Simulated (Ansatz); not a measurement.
[As7]3- (As7³⁻), 7 atoms. Hardware: 4 threads of Intel Xeon on a shared host.

The 6-31G sets use Cartesian d functions. Correlated methods freeze 63 core orbitals; core or outer-core shells of As are correlated, in sets that lack core-valence functions. A multiply charged anion in the gas phase is held together partly by the finite basis.

**Question.** How many basis functions does each of these Ansatz runs have, and roughly what does it cost? HF/6-31G, charge -3 singlet, energy; r2SCAN-D4/def2-SVP, charge -3 singlet, energy and forces, from earlier orbitals; PBE-D4/def2-SVPD, charge -3 singlet, energy, from earlier orbitals; MP2/def2-SVPD, charge -3 singlet, energy, from earlier orbitals; r2SCAN-D4/def2-SVP, charge -3 triplet at the geometry of the charge -3 singlet, energy, from earlier orbitals; PBE-D4/def2-SVP, charge -3 singlet, energy, from earlier orbitals; PBE0-D4/def2-SVP, charge -3 singlet, energy, from earlier orbitals; B97M-V/def2-SVP, charge -3 singlet, energy, from earlier orbitals; RPA@PBE/def2-SVPD, charge -3 singlet, energy, from earlier orbitals; LDA (SPW92)/def2-SVP, charge -3 singlet, energy, from earlier orbitals; r2SCAN-D4/def2-SVPD, charge -3 singlet, frequencies; HF/STO-3G, charge -3 singlet, energy.

**Answer.** Other jobs shared the machine, so times can vary by a factor of up to 3. A dash marks memory too small to be measured apart from the calling script's.

```tsv
run	functions	fitting or Cholesky vectors	wall time	peak host memory (GiB)
HF/STO-3G, charge -3 singlet, energy	126	1256	2.8 s	0.61
LDA (SPW92)/def2-SVP, charge -3 singlet, energy, from earlier orbitals	224	2541	3.6 s	–
PBE-D4/def2-SVP, charge -3 singlet, energy, from earlier orbitals	224	2541	5.5 s	–
PBE-D4/def2-SVPD, charge -3 singlet, energy, from earlier orbitals	266	2800	6.5 s	0.76
HF/6-31G, charge -3 singlet, energy	203	1795	9.5 s	0.98
PBE0-D4/def2-SVP, charge -3 singlet, energy, from earlier orbitals	224	2209	13 s	1.1
r2SCAN-D4/def2-SVP, charge -3 singlet, energy and forces, from earlier orbitals	224	2541	14 s	0.6
B97M-V/def2-SVP, charge -3 singlet, energy, from earlier orbitals	224	2541	17 s	0.71
RPA@PBE/def2-SVPD, charge -3 singlet, energy, from earlier orbitals	266	2513	22 s	1.1
MP2/def2-SVPD, charge -3 singlet, energy, from earlier orbitals	266	2513	27 s	1.6
r2SCAN-D4/def2-SVP, charge -3 triplet at the geometry of the charge -3 singlet, energy, from earlier orbitals	224	2541	100 s	1.3
r2SCAN-D4/def2-SVPD, charge -3 singlet, frequencies	266	2800	5.5 min	0.81
```
